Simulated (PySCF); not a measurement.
C3H2BrF. Atoms are numbered in the order given.

```xyz
7

C     -0.8173     2.7734     0.0000
C     -0.1385     1.6562     0.0000
C      0.5179     0.5271     0.0000
F      1.8385     0.4339     0.0000
Br    -0.3341    -1.1477     0.0000
H     -1.1130     3.2621    -0.9361
H     -1.1130     3.2621     0.9361
```
Charge 0, spin multiplicity 1.

Coordinates come from a PBE0-D3(BJ)/def2-SVP optimisation.

Level of theory: TDDFT-ωB97X/def2-SVPD run with PySCF.

Vertical excitations. The molecule is in vacuum. State labels are in the subgroup Cs.

```csv
state,symmetry,energy (eV),λ (nm),f,main pairs
S1,A",4.49,276,0.000,HOMO→LUMO 93 %
S2,A",6.32,196,0.000,"HOMO→LUMO+2 44 %, HOMO−3→LUMO 17 %, HOMO→LUMO+6 16 %, HOMO→LUMO+3 14 %"
S3,A',6.40,194,0.025,HOMO−1→LUMO 69 %
S4,A",6.87,180,0.000,"HOMO−1→LUMO+1 79 %, HOMO−2→LUMO+1 17 %"
S5,A',7.08,175,0.111,"HOMO→LUMO+1 66 %, HOMO−2→LUMO 22 %"
S6,A",7.33,169,0.005,"HOMO→LUMO+3 60 %, HOMO→LUMO+2 23 %"
S7,A',7.53,165,0.992,"HOMO−2→LUMO 43 %, HOMO→LUMO+1 24 %, HOMO−1→LUMO 21 %"
S8,A",7.67,162,0.000,HOMO−3→LUMO 68 %
S9,A",8.32,149,0.000,"HOMO−2→LUMO+1 79 %, HOMO−1→LUMO+1 18 %"
S10,A',8.33,149,0.034,"HOMO−1→LUMO+2 38 %, HOMO−2→LUMO 19 %, HOMO−1→LUMO+3 17 %, HOMO−1→LUMO+6 7 %"
T1,A",4.12,301,0,HOMO→LUMO 93 %
T2,A',4.24,292,0,"HOMO−1→LUMO 50 %, HOMO−2→LUMO 19 %, HOMO→LUMO+1 15 %"
T3,A',4.57,272,0,"HOMO→LUMO+1 71 %, HOMO−1→LUMO 12 %"
T4,A",5.76,215,0,"HOMO→LUMO+2 39 %, HOMO−3→LUMO 21 %, HOMO→LUMO+6 17 %, HOMO→LUMO+3 13 %"
```
Triplets are in the Tamm–Dancoff approximation, which puts them higher than full response would, so one can lie above its singlet here.
